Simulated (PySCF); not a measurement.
**Computed properties of C₂H₄BBr, SMILES BrBC=C**

C2H4BBr, SMILES BrBC=C. Coordinates come from a B3LYP-D3(BJ)/def2-SVP optimisation. This is a generated structure with no PubChem entry under its InChIKey; it may be hypothetical. One conformer was computed; it need not be the lowest. All values are computed for the isolated molecule unless a solvent is named; none is compared with measurement here.

**Structure.** The optimised structure has Cs symmetry. All 18 harmonic modes at B3LYP-D3(BJ)/def2-SVP (PySCF) are real, so it is a minimum. With heavy atoms numbered as in [BH:1]([Br:3])[CH:4]=[CH2:5], the shortest bond between them is C4–C5 at 1.347 Å and the longest B1–Br3 at 1.927 Å.

**Vibrations.** The strongest infrared lines (harmonic, unscaled, degenerate partners summed) lie at 1175 cm⁻¹ (176 km/mol, H 51 %, B 38 %, C 10 %), 2649 cm⁻¹ (128 km/mol, H 91 %, B 9 %), 1429 cm⁻¹ (56 km/mol, H 79 %, C 19 %). The softest mode is at 127 cm⁻¹ and the zero-point energy is 35.0 kcal/mol.

**Electronic structure.** r2SCAN/def2-TZVP (PySCF) places the frontier levels at -7.08 and -3.08 eV, a gap of 4.00 eV, and gives a dipole moment of 1.86 D and a mean polarisability of 58.6 bohr³. PBE/def2-TZVP (PySCF) at the same geometry gives -6.79 and -3.28 eV, so its gap is 0.49 eV narrower. An orbital gap is neither the optical nor the fundamental gap.

**Excitations.** TDDFT-CAM-B3LYP/def2-SVPD (PySCF) has S1 at 4.52 eV (275 nm, f = 0.000, dark); the most intense of the 10 singlets computed lies at 5.32 eV (f = 0.19). T1 (TDA) is at 3.42 eV. TDDFT-PBE/def2-SVPD (PySCF) puts S1 at 3.55 eV. No vertical singlet excitation falls in the visible range (under 3.1 eV).

**NMR.** GIAO shifts at B3LYP/pcSseg-1 (PySCF) (non-relativistic, atoms alike by connectivity averaged): ¹³C from 148.1 to 158.8 ppm against TMS; ¹H from 7.2 to 7.3 ppm against TMS; ¹¹B at 59.7 ppm against BF3. Without spin–orbit terms, shifts of atoms bonded to Cl or Br come out too high.
